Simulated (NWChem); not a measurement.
Tetragonal strain in Si (diamond structure): the shear constant

Everything below was run with NWChem. Level: PBE, default library pseudopotentials (valence charges Si 4), cutoff 15 Ha, shifted 4×4×4 mesh, two-atom cell, no spin-orbit coupling. The cubic cell (a = 5.447 Å, near this level's equilibrium) is stretched by 1 + δ along x and y and by (1 + δ)^−2 along z, at constant volume; symmetry keeps the atoms on their sites.

```tsv
δ	E − E(0) (meV/cell)
-0.020	?
-0.010	7.82
-0.005	1.86
0.000	0.00
0.005	1.87
0.010	7.14
```

### Question
The cell volume is 40.41 Å³. To second order E − E(0) = 3V(C₁₁ − C₁₂)δ². Fit Aδ² + Bδ³, give C₁₁ − C₁₂, and predict the withheld row.

### Answer
A ≈ 75 eV and B ≈ -330 eV, with a largest residual of 0.05 meV, so C₁₁ − C₁₂ = A/(3V) ≈ 99 GPa. The fit predicts 32.57 meV at δ = -0.020; the run gave 32.50.
